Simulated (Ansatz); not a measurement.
B15P15H34⁻, a nanocrystal cut from wurtzite BP (hydrogen-capped). The state is a doublet with charge -1. Geometry PBE-D4/def2-SVP, that of the neutral singlet; atoms count from 1.

```xyz
64

B     4.035   -0.688    0.209
P     3.005   -2.318   -0.059
P     2.954    0.478    1.400
B     1.344   -0.435    2.042
B     1.357    2.439    3.574
P     0.349    0.795    3.235
B     1.233   -2.005   -0.787
P     0.222   -3.640   -1.053
P     0.215   -0.807    0.471
B    -1.414   -1.745    1.057
B    -1.439    1.127    2.533
P    -2.432   -0.526    2.242
B    -1.556   -3.344   -1.787
P    -2.487   -2.106   -0.542
B    -4.247   -0.223    1.573
P     4.133    0.182   -1.534
B     2.524    2.194    0.556
P     1.457    3.294    1.813
B     2.398    0.607   -2.303
P     1.400   -1.065   -2.504
P     1.413    1.725   -0.992
B    -0.258    0.876   -0.442
B    -0.272    3.750    1.028
P    -1.273    2.071    0.811
B    -0.358   -0.702   -3.286
P    -1.295   -2.396   -3.471
P    -1.363    0.407   -1.983
B    -3.040   -0.449   -1.431
B    -3.045    2.433    0.038
P    -3.966    0.718   -0.123
H     5.141   -0.955    0.647
H     2.918   -3.052    1.160
H     3.715   -3.258   -0.877
H     3.817    0.729    2.506
H     1.625   -1.496    2.587
H     2.479    2.163    3.995
H     0.695    3.150    4.320
H     0.229    0.064    4.460
H     0.135   -4.374    0.166
H     0.974   -4.560   -1.856
H    -1.092   -2.786    1.618
H    -2.057    1.850    3.300
H    -2.508   -1.236    3.483
H    -2.129   -4.408   -1.948
H    -3.659   -2.822   -0.163
H    -4.812   -1.300    1.393
H    -4.823    0.528    2.350
H     4.918   -0.598   -2.443
H     4.945    1.348   -1.424
H     3.546    2.748    0.170
H     2.244    4.480    1.957
H     2.513    1.133   -3.397
H     2.127   -1.924   -3.399
H     1.099    2.925   -1.696
H    -0.899    4.434    1.828
H    -0.122    4.278   -0.073
H    -0.205   -0.158   -4.367
H    -0.643   -3.239   -4.427
H    -2.559   -2.217   -4.102
H    -1.684    1.603   -2.690
H    -3.715   -0.701   -2.422
H    -3.648    3.129    0.847
H    -2.907    2.956   -1.067
H    -5.251    0.919   -0.719
```

Single mean-field runs in def2-SVP are fitted with def2-universal-jkfit. The highest occupied level of the charge -1 doublet lies above zero (up to 0.65 eV). By energy differences its removal costs 0.47 eV (vertical, to the charge 0 singlet, at PBE0-D4/def2-SVP); self-interaction error and the lack of diffuse functions both raise the level.

(1) Estimate the Mulliken populations of the heavy atoms from the PBE0/def2-SVP orbitals of Ansatz.

(2) Where does the spin sit?

(3) And the Mayer bond orders between bonded heavy atoms (over 0.3, the first 40 of 43)?

Answers

(1) 
```tsv
atom	charge (e)	spin (α − β)
B1	-0.18	-0.03
P2	0.18	0.09
P3	0.07	0.01
B4	-0.12	0.00
B5	-0.17	0.00
P6	0.11	0.00
B7	-0.21	-0.04
P8	0.18	0.09
P9	-0.01	0.03
B10	-0.12	0.00
B11	-0.20	0.00
P12	0.11	0.00
B13	-0.18	-0.03
P14	0.07	0.01
B15	-0.17	0.00
P16	0.18	0.08
B17	-0.18	0.00
P18	0.08	0.00
B19	-0.19	0.06
P20	0.19	0.03
P21	0.11	0.01
B22	-0.21	0.00
B23	-0.12	0.00
P24	-0.01	0.01
B25	-0.19	0.06
P26	0.18	0.08
P27	0.11	0.01
B28	-0.18	0.00
B29	-0.12	0.00
P30	0.08	0.00
```
Mulliken values and Mayer orders depend strongly on the basis.

(2) Summed by element: B 0.01, P 0.47, H 0.52, of 1 unpaired in all. Largest on single atoms: H59 0.13, H49 0.13, P2 0.09.

(3) B1–P2 0.92 (1.95 Å); B1–P3 0.88 (1.99 Å); B1–P16 0.93 (1.95 Å); P2–B7 0.92 (1.94 Å); P3–B4 0.91 (1.96 Å); P3–B17 0.90 (1.96 Å); B4–P6 0.91 (1.98 Å); B4–P9 0.88 (1.97 Å); B5–P6 0.88 (1.96 Å); B5–P18 0.89 (1.96 Å); P6–B11 0.90 (1.95 Å); B7–P8 0.92 (1.94 Å); B7–P9 0.84 (2.01 Å); B7–P20 0.96 (1.96 Å); P8–B13 0.92 (1.95 Å); P9–B10 0.88 (1.97 Å); P9–B22 0.88 (1.97 Å); B10–P12 0.91 (1.98 Å); B10–P14 0.91 (1.96 Å); B11–P12 0.90 (1.95 Å); B11–P24 0.90 (1.97 Å); P12–B15 0.88 (1.96 Å); B13–P14 0.88 (1.99 Å); B13–P26 0.93 (1.95 Å); P14–B28 0.90 (1.96 Å); B15–P30 0.89 (1.96 Å); P16–B19 0.94 (1.94 Å); B17–P18 0.92 (1.98 Å); B17–P21 0.90 (1.96 Å); P18–B23 0.88 (1.95 Å); B19–P20 0.84 (1.96 Å); B19–P21 0.89 (1.98 Å); P20–B25 0.84 (1.96 Å); P21–B22 0.90 (1.95 Å); B22–P24 0.89 (2.01 Å); B22–P27 0.90 (1.95 Å); B23–P24 0.86 (1.97 Å); P24–B29 0.86 (1.97 Å); B25–P26 0.94 (1.94 Å); B25–P27 0.89 (1.98 Å).
